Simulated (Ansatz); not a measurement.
Consider the ligand exchange at a B–C bond: `OBCCBr` + CH₃OH → `COBO` + `CCBr`.

Calculated with Ansatz (gas phase, PBE0-D4/def2-TZVP geometries, no zero-point term in ΔE). CBS: MP2 limit from def2 TZ/QZ plus the TZ coupled-cluster correction, frozen cores. This one scheme is used for every species. Functionals use def2-TZVPP. For Br outer-core shells are correlated without core-valence functions, which leaves a few kJ/mol of doubt a bond. Scalar relativity is left out up to krypton. One conformer a species, not always the lowest.

(1) Is it downhill or uphill in electronic energy at CCSD(T)/CBS, and by how much? (An estimate is asked.)

(2) What do these levels give: r2SCAN-D4, ωB97X-V, ωB97M-V, PBE0, MP2/def2-TZVPP, MP2/CBS(def2)? (Estimate.)

Largest T1 diagnostic among the species: 0.013.

Results:

(1) The calculation gave: Downhill: ΔE = -136.3 kJ/mol.

(2) The calculation gave: r2SCAN-D4 -141.8, ωB97X-V -137.8, ωB97M-V -138.3, PBE0 -138.8, MP2/def2-TZVPP -138.5, MP2/CBS(def2) -136.4 kJ/mol.

In def2-TZVPP, CCSD(T) changes the Hartree–Fock value by +13.9 kJ/mol (the triples alone add +0.9 kJ/mol) and MP2 by +13.7 kJ/mol. The D4 term adds +5.4 kJ/mol with B3LYP and +3.0 kJ/mol with PBE0; it sums over pairs of atoms, weighted by their polarisabilities, and B3LYP, whose exchange is more repulsive, gets the larger term.

B3LYP here is the variant with VWN-RPA as its local correlation; programs differ in this.
